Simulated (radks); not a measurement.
Task: These are the eigenvalues of the occupied orbitals of an atom or ion with whole-number occupations (eV). All-electron calculation, scalar-relativistic Kohn-Sham, r2SCAN, spin-polarised, spherical densities, finite nucleus; meta-GGA in the generalised Kohn-Sham scheme; Fermi nuclear charge, rms radius of each element as measured or else 0.836 A^(1/3) + 0.57 fm. Program: a radial shooting solver on a logarithmic mesh with Libxc functionals.

1s: -15076.66
2s: -2029.207
2p: -1797.250
3s: -310.6522
3p: -235.3912
3d: -111.4195
4s: -38.7081
4p: -22.1667

Which element is it, and in what charge state? The configuration may be excited. Open shells, if any, are filled with parallel spins first.

Result: Z = 37, rubidium, charge +1: Rb+ in [Kr]. The list shows which subshells hold electrons but not how many an open one holds; the 1s level, -554.06 hartree, gives Z - s = 33.3 by -(Z - s)^2/2, which with screening and relativity narrows Z to a few neighbours, and the depths of the outer levels then fix element, charge and occupations together.
